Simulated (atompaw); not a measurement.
**Logarithmic derivatives: Si (Z = 14), PAW (atompaw)**

* Element: Si (Z = 14)
* Generator: atompaw 4.2.0.5
* Type: PAW
* Functional: PBEsol
* Relativity: scalar-relativistic
* Frozen core: [Ne]
* Valence charge: 4
* Reference configuration: 3s2 3p2
* Partial waves: 3s (bound): rc 1.70 bohr; 3s channel at -0.45 Ry: rc 1.70 bohr; 3p (bound): rc 1.70 bohr; 3p channel at 3.05 Ry: rc 1.70 bohr
* Local potential: ultrasoft scheme with l = 2 at -0.5 Ry, radius 1.60 bohr
* Core correction: smooth core density matched at 1.65 bohr
* Augmentation charge: sinc compensation charge, radius 1.50 bohr; PAW radius 1.70 bohr; waves and projectors: custom rrkj gramschmidtortho

The phase is arctan(r·u′/u) with u = r·R(r), unwrapped; energies in Ry, scanned from -3 to 5 Ry. A pole is an energy at which the radial function vanishes at the test radius. The pseudo phase is shifted by a multiple of π to meet the all-electron one at the reference energy, and phase errors are pseudo minus all-electron; the curves can meet again beyond the range given. Levels narrower than the energy grid can be missing from the lists of poles.

```tsv
channel	radius (bohr)	reference energy (Ry)	poles, all-electron	poles, pseudo	unbroken range about the reference energy with phases within 0.05 rad	phase error 1 Ry above the reference energy (rad)
s	1.71	-0.79	4.32	4.07	the whole range	-0.000
p	1.71	-0.30	none	none	the whole range	-0.001
```

Phases in the s channel:

```json
{"E (Ry)": "-3.00", "all-electron": "1.084", "pseudo": "1.084"}
{"E (Ry)": "-2.76", "all-electron": "1.049", "pseudo": "1.048"}
{"E (Ry)": "-2.52", "all-electron": "1.006", "pseudo": "1.006"}
{"E (Ry)": "-2.28", "all-electron": "0.954", "pseudo": "0.954"}
{"E (Ry)": "-2.04", "all-electron": "0.891", "pseudo": "0.891"}
{"E (Ry)": "-1.80", "all-electron": "0.811", "pseudo": "0.811"}
{"E (Ry)": "-1.56", "all-electron": "0.710", "pseudo": "0.710"}
{"E (Ry)": "-1.32", "all-electron": "0.579", "pseudo": "0.579"}
{"E (Ry)": "-1.08", "all-electron": "0.411", "pseudo": "0.411"}
{"E (Ry)": "-0.84", "all-electron": "0.201", "pseudo": "0.201"}
{"E (Ry)": "-0.60", "all-electron": "-0.045", "pseudo": "-0.045"}
{"E (Ry)": "-0.36", "all-electron": "-0.303", "pseudo": "-0.303"}
{"E (Ry)": "-0.12", "all-electron": "-0.542", "pseudo": "-0.542"}
{"E (Ry)": "0.12", "all-electron": "-0.742", "pseudo": "-0.742"}
{"E (Ry)": "0.36", "all-electron": "-0.900", "pseudo": "-0.901"}
{"E (Ry)": "0.60", "all-electron": "-1.024", "pseudo": "-1.024"}
{"E (Ry)": "0.84", "all-electron": "-1.120", "pseudo": "-1.120"}
{"E (Ry)": "1.08", "all-electron": "-1.196", "pseudo": "-1.196"}
{"E (Ry)": "1.32", "all-electron": "-1.257", "pseudo": "-1.258"}
{"E (Ry)": "1.56", "all-electron": "-1.307", "pseudo": "-1.308"}
{"E (Ry)": "1.80", "all-electron": "-1.349", "pseudo": "-1.350"}
{"E (Ry)": "2.04", "all-electron": "-1.384", "pseudo": "-1.386"}
{"E (Ry)": "2.28", "all-electron": "-1.414", "pseudo": "-1.417"}
{"E (Ry)": "2.52", "all-electron": "-1.441", "pseudo": "-1.444"}
{"E (Ry)": "2.76", "all-electron": "-1.464", "pseudo": "-1.468"}
{"E (Ry)": "3.00", "all-electron": "-1.485", "pseudo": "-1.489"}
{"E (Ry)": "3.24", "all-electron": "-1.503", "pseudo": "-1.509"}
{"E (Ry)": "3.48", "all-electron": "-1.520", "pseudo": "-1.528"}
{"E (Ry)": "3.72", "all-electron": "-1.536", "pseudo": "-1.546"}
{"E (Ry)": "3.96", "all-electron": "-1.551", "pseudo": "-1.563"}
{"E (Ry)": "4.20", "all-electron": "-1.564", "pseudo": "-1.580"}
{"E (Ry)": "4.44", "all-electron": "-1.577", "pseudo": "-1.598"}
{"E (Ry)": "4.68", "all-electron": "-1.589", "pseudo": "-1.617"}
{"E (Ry)": "4.92", "all-electron": "-1.601", "pseudo": "-1.639"}
```
